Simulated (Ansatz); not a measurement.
Consider the formal exchange of groups at the Si–Si bond: `F[Si](F)(Cl)[SiH2]Cl` + `[F][AlH2]` → `[F][AlH][SiH2]Cl` + `F[SiH](F)Cl`.

Gas-phase electronic energies from Ansatz, PBE0-D4/def2-TZVP geometries. CBS: MP2 limit from def2 TZ/QZ plus the TZ coupled-cluster correction, frozen cores. This one scheme is used for every species. Functionals use def2-TZVPP. One conformer a species, not always the lowest.

```csv
level,ΔE (kJ/mol),difference from CCSD(T)/CBS
PBE-D4,-10.6,4.2
BLYP-D4,-5.6,9.2
r2SCAN-D4,-12.2,2.6
PBE0-D4,-12.6,2.2
r2SCAN0-D4,-13.7,1.1
PBE0,-17.3,-2.5
r2SCAN0,-15.6,-0.8
CAM-B3LYP,-14.8,0.0
LC-ωPBE,-14.5,0.3
MP2/CBS(def2),-12.6,2.2
CCSD(T)/CBS,-14.8,0
```

Task: What do rigid-rotor, harmonic-oscillator terms from PBE0-D4/def2-TZVP frequencies (298.15 K, 1 bar) make of the CCSD(T)/CBS value? (Best estimate.)

Result: The calculation gave: ΔZPE = +5.0 kJ/mol, ΔH = -11.0 kJ/mol, ΔS = 17 J/(mol·K), ΔG = -16.1 kJ/mol. Modes under 50 cm⁻¹ make the entropy rough.

Largest T1 diagnostic among the species: 0.012.

Leaving LDA and LC-ωPBE aside and taking each functional with its dispersion term where it has one, the values, not all of them listed here, spread over 15.3 kJ/mol, from PBE-QIDH to B97M-V. In def2-TZVPP, CCSD(T) changes the Hartree–Fock value by +4.0 kJ/mol (the triples alone add +1.3 kJ/mol) and MP2 by +6.1 kJ/mol.

CCSD(T)/CBS has its own doubt, a few kJ/mol and more with outer-core shells, so smaller differences from it don't rank the levels.
